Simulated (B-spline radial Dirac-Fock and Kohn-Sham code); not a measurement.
**Satellites and hypersatellites of the K lines of Ho⁺**

System: holmium as Ho⁺, configuration [Xe] 4f11 6s1.

Method: multi-electron Dirac-Fock with separately optimised hole states, Breit and Lamb-shift corrections added in first order. Computed with a B-spline atomic structure program. Each two-hole energy is an average over J within one jj subconfiguration, not an observable level; in light atoms, where LS coupling holds, the j-resolved values are not observed lines, and for a K spectator the Kα1 hypersatellite is nearly forbidden. No correlation.

Lines without a spectator: Kα2 (K-L2) 46697.1 eV, Kα1 (K-L3) 47544.3 eV, Kβ3 (K-M2) 53689.9 eV, Kβ1 (K-M3) 53869.6 eV. Shifts in eV with one spectator hole (a dash: not computed, or left out as unreliable):

```tsv
spectator hole	Kα2	Kα1	Kβ3	Kβ1
K (1s)	+848.9	+900.4	+1095.1	+1106.8
L2 (2p1/2)	+104.2	+137.3	–	+270.4
L3 (2p3/2)	+85.8	+91.3	+215.3	–
M2 (3p1/2)	–	+20.59	+41.8	+49.5
M3 (3p3/2)	+12.48	–	+37.7	+37.8
M4 (3d3/2)	+4.13	+0.77	–	–
M5 (3d5/2)	-0.68	+2.73	–	–
```
